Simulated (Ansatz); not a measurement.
The C5–H7 bond of C2H5B (SMILES BC=C) is stretched (multiplicity 1, the rest rigid).
Geometry at rest (charge 0, multiplicity 1):
```xyz
8

B     -0.1923     0.1348     1.3423
H     -0.5044     1.2852     1.4115
H     -0.1370    -0.5154     2.3402
C      0.1272    -0.4665    -0.0333
C      0.0609     0.2767    -1.1477
H      0.4154    -1.5096    -0.1414
H      0.2806    -0.1186    -2.1346
H     -0.2211     1.3232    -1.1013
```

Correlated levels freeze the cores.

Codes used: Ansatz (Gaussian basis) for Hartree–Fock, density functionals and correlated methods. Each number belongs to the level named beside it.

FIC-MRCISD+Q on CASSCF(2,2)/cc-pVTZ, total energies (hartree):

```tsv
R (Å)	CASSCF	MRCISD	weight c² of the reference
1.086	-103.343055	-103.741033	0.88187
1.900	-103.234864	-103.624182	0.87978
3.474	-103.174383	-103.557221	0.88038
```

Task: Add the Davidson correction (E_MRCISD − E_CASSCF)(1 − c²)/c² and give the energies above the first point at the three levels.

Result: 
Corrections (hartree): -0.053311, -0.053198, -0.052019. Above the first point (kcal/mol):
- R = 1.900 Å: CASSCF 67.9, MRCISD 73.3, with the correction 73.4
- R = 3.474 Å: CASSCF 105.8, MRCISD 115.3, with the correction 116.2

Ansatz is a first-principles code.
